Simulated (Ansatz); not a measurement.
`O[Si](O)(F)[SeH]` + H₂ → `O[SiH](F)[SeH]` + H₂O  (hydrogenolysis of the Si–O bond)

Gas-phase electronic energies from Ansatz, PBE0-D4/def2-TZVP geometries. CCSD(T)/CBS is the MP2 limit (def2-TZVPP, def2-QZVPP) plus CCSD(T) − MP2 in def2-TZVPP, frozen cores. This one scheme is used for every species. DFT in def2-TZVPP. For Se outer-core shells are correlated without core-valence functions, which leaves a few kJ/mol of doubt a bond. Scalar relativity is left out up to krypton. One conformer a species, not always the lowest.

`O[Si](O)(F)[SeH]`:

Z-matrix (Å, degrees):
```
Si
O 1 1.619
F 1 1.590 2 111.2
O 1 1.628 2 106.4 3 -118.8
Se 1 2.258 2 109.1 3 116.9
H 2 0.959 1 116.9 3 101.1
H 4 0.958 1 118.4 2 -169.1
H 5 1.468 1 91.3 2 -135.5
```

H₂:

Z-matrix (Å, degrees):
```
H
H 1 0.746
```

`O[SiH](F)[SeH]`:

Cartesian coordinates in Å:
```
O 0.746 -1.155 -0.551
Si -0.464 -0.319 0.143
F -0.840 -0.908 1.574
Se 0.102 1.829 0.597
H 1.632 -1.039 -0.201
H -1.623 -0.475 -0.750
H 0.447 2.067 -0.812
```

H₂O:

```xyz
3

O    -0.315   -0.119   -0.195
H     0.274    0.604   -0.422
H     0.041   -0.485    0.617
```

```csv
level,ΔE (kcal/mol)
B97M-V,22.8
CCSD(T)/def2-TZVPP,21.5
```

Task: What does CCSD(T)/CBS give? (Best estimate.)

Result: Ansatz gave: +21.4 kcal/mol. The listed levels differ from it by 1.4, 0.1 kcal/mol.

Largest T1 diagnostic among the species: 0.011.

From BLYP to BHLYP (50 % exact exchange), in def2-TZVPP and without D4, ΔE moves by +1.6 kcal/mol. The D4 term adds +1.7 kcal/mol with B3LYP and +0.9 kcal/mol with PBE0; it sums over pairs of atoms, weighted by their polarisabilities, and B3LYP, whose exchange is more repulsive, gets the larger term. In def2-TZVPP, CCSD(T) changes the Hartree–Fock value by +1.1 kcal/mol (the triples alone add +0.5 kcal/mol) and MP2 by +2.2 kcal/mol.

B3LYP here is the variant with VWN-RPA as its local correlation; programs differ in this.
